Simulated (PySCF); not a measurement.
Species: C2H8BNS.
SMILES with atom numbers: `[CH3:1][NH:2][BH:3][S:4][CH3:5]` (hydrogens: H6, H7, H8 on C1; H9 on N2; H10 on B3; H11, H12, H13 on C5)

Cartesian coordinates in Å at the PBE0-D3(BJ)/def2-SVP level; atoms count from 1:
```xyz
13
C2H8BNS angstrom
C     -2.6126   -0.1437   -0.1057
N     -1.2734   -0.5988   -0.3761
B     -0.0938   -0.0077    0.0792
S      1.5162   -0.7046   -0.3773
C      2.6660    0.3896    0.5038
H     -2.5729    0.7424    0.5421
H     -3.1504    0.1384   -1.0277
H     -3.2147   -0.9111    0.4109
H     -1.2234   -1.4286   -0.9573
H     -0.1456    0.9782    0.7794
H      2.4965    1.4406    0.2345
H      3.6822    0.1052    0.2002
H      2.5746    0.2681    1.5916
```

All values: CAM-B3LYP/def2-SVPD (PySCF, non-relativistic), on one gas-phase PBE0-D3(BJ)/def2-SVP geometry that isn't relaxed in the solvent. The solvent is an IEF-PCM continuum (van der Waals radii × 1.2), and excitations are vertical TDDFT with non-equilibrium linear response and a frozen core. Only the electrostatic response of the medium enters.

Gas-phase singlets (H = HOMO, L = LUMO):

| state | E (eV) | λ (nm) | f | leading configurations |
| --- | --- | --- | --- | --- |
| S1 | 5.727 | 216 | 0.002 | H→L 53%, H→L+1 30% |
| S2 | 6.032 | 206 | 0.210 | H→L+2 91% |
| S3 | 6.220 | 199 | 0.021 | H→L+1 52%, H→L 30%, H→L+3 8% |
| S4 | 6.813 | 182 | 0.004 | H→L+3 74% |
| S5 | 7.008 | 177 | 0.001 | H→L+4 54%, H→L+1 9%, H→L+8 9% |

**Question.** Give the list for chloroform (ε = 4.711), n² = 2.09.

**Answer.** 
| state | E (eV) | λ (nm) | f | leading configurations | change by rank (eV) |
| --- | --- | --- | --- | --- | --- |
| S1 | 5.842 | 212 | 0.004 | H→L+1 48%, H→L 35% | +0.115 |
| S2 | 5.994 | 207 | 0.279 | H→L+2 87% | -0.038 |
| S3 | 6.223 | 199 | 0.034 | H→L 52%, H→L+1 31% | +0.003 |
| S4 | 6.858 | 181 | 0.004 | H→L+3 81% | +0.045 |
| S5 | 7.151 | 173 | 0.002 | H→L+5 46%, H-2→L 8%, H→L+8 8% | +0.143 |

**Question.** The ground-state energy changes by -0.121 eV from gas to chloroform. By how much does the total energy of gas-phase S2 change?

**Answer.** E(S2) = E(S0) + excitation energy, so it changes by -0.121 − 0.038 = -0.159 eV: it is lowered more than the ground state, which is what a red shift means. This is the vertical state, with the slow part of the continuum still set for S0.

**Question.** How do the frontier levels move from gas to chloroform?

**Answer.** 
| orbital | gas (eV) | solvent (eV) | change (eV) |
| --- | --- | --- | --- |
| LUMO+2 | 1.40 | 1.38 | -0.02 |
| LUMO+1 | 1.29 | 1.33 | +0.04 |
| LUMO | 1.10 | 1.18 | +0.08 |
| HOMO | -7.77 | -7.83 | -0.06 |
| HOMO-1 | -9.55 | -9.64 | -0.09 |
| HOMO-2 | -9.72 | -9.67 | +0.05 |
| HOMO-3 | -11.66 | -11.61 | +0.05 |

The HOMO–LUMO gap goes from 8.87 to 9.01 eV.

On one thread, Arm Neoverse N1 (aarch64), shared host with 64 logical CPUs at a one-minute load of 60, this took 32 s wall and 0.85 GiB of memory at its peak. This is the whole response run at CAM-B3LYP/def2-SVPD in chloroform, SCF included.
